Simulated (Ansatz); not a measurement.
Program: Ansatz. Geometries: PBE0-D4/def2-TZVP. ΔE: electronic, gas phase. CCSD(T)/CBS is the MP2 limit (def2-TZVPP, def2-QZVPP) plus CCSD(T) − MP2 in def2-TZVPP, frozen cores. Functionals use def2-TZVPP.

`F[Si@H]1N[C@@H]1[SiH3]` → `FC1([SiH3])N[SiH2]1`  (isomerisation)

`F[Si@H]1N[C@@H]1[SiH3]`:

Cartesian coordinates in Å:
```
F 0.803 -1.639 -2.486
Si 0.760 -0.535 -1.349
N -0.569 0.505 -1.326
C -0.562 -0.423 -0.107
Si -0.221 0.299 1.574
H 2.142 -0.094 -1.102
H -0.611 1.499 -1.158
H -1.383 -1.140 -0.143
H -0.149 -0.779 2.595
H 1.072 1.039 1.536
H -1.282 1.269 1.966
```

`FC1([SiH3])N[SiH2]1`:

Z-matrix (Å, degrees):
```
C
Si 1 1.880
N 1 1.431 2 120.7
F 1 1.398 2 110.4 3 -135.0
Si 1 1.863 2 123.4 3 72.9
H 2 1.487 1 107.3 3 -54.3
H 2 1.483 1 110.7 3 -174.2
H 2 1.489 1 110.4 3 64.2
H 3 1.007 1 124.3 2 -29.7
H 5 1.477 1 122.7 2 152.9
H 5 1.482 1 120.2 2 -4.0
```

```
        level  ΔE (eV)
       B2PLYP     2.24
HF/def2-QZVPP     2.37
```

(1) What does CCSD(T)/CBS give? (An estimate is asked.)

Largest T1 diagnostic among the species: 0.014.

Results:

(1) Computed: +2.30 eV. The listed levels differ from it by -0.06, 0.07 eV.

From PBE to PBE0 (25 % exact exchange), in def2-TZVPP and without D4, ΔE moves by +0.11 eV.
